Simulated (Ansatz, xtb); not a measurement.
# Isomers of C5H5NOS in order of energy

5 gas-phase structures of C5H5NOS, from a drawn sample of its isomers (lower ones may exist). Each was relaxed with GFN2-xTB; where two conformers were screened, the lower at r2SCAN-D4/def2-SVP is listed:

A. `O=Cc1cccn1S`, a singlet
B. `O=Cc1c[nH]cc1S`, a singlet
C. `O=Cc1ccn(S)c1`, a singlet
D. `O=Cn1ccc(S)c1`, a singlet
E. `O=Cc1cc(S)c[nH]1`, a singlet

Problem. Which do you expect lowest at r2SCAN-D4/def2-SVP, and how would the others follow?

Solution. Calculated order at r2SCAN-D4/def2-SVP: B (0.0), E (0.1), D (2.3), A (15.1), C (18.9) kcal/mol. Less than 1 kcal/mol parts B and E, so the order within that pair means little. CCSD(T)/def2-SVP + ΔMP2/def2-TZVPP after further relaxation puts E lowest instead.

Energies above the lowest of each column, in kcal/mol; the last columns are at B3LYP-D3(BJ)/def2-SVP geometries:

```tsv
structure	GFN2-xTB	HF/STO-3G	r2SCAN-D4/def2-SVP	B3LYP-D3(BJ)/def2-SVP	CCSD(T)/def2-SVP + ΔMP2/def2-TZVPP
B	5.6	5.1	0.0	0.7	2.1
E	6.2	3.9	0.1	0.0	0.0
D	0.0	0.0	2.3	2.4	2.1
A	9.3	14.4	15.1	15.1	17.7
C	15.9	10.4	18.9	17.6	16.0
```

CCSD(T)/def2-SVP + ΔMP2/def2-TZVPP puts E lowest; GFN2-xTB picks D, HF/STO-3G picks D. CCSD(T)/def2-SVP + ΔMP2/def2-TZVPP orders those it was run on as E (0.0), D (2.1), B (2.1), C (16.0), A (17.7) kcal/mol. Less than 1 kcal/mol parts D and B, so the order within that pair means little. Some further structures that were screened fall inside this span and aren't listed. Flexible structures stand in one conformer each, not always the lowest. ΔMP2 is the change of the MP2 energy from the smaller to the larger basis.

Over these structures GFN2-xTB departs from r2SCAN-D4/def2-SVP by 4.6 kcal/mol on average once a common shift is removed. A GFN2-xTB relaxation took about 0.084 s and the r2SCAN-D4/def2-SVP energy about 3.6 s on a shared host (Ansatz 0.2.0, xtb 6.7.1).
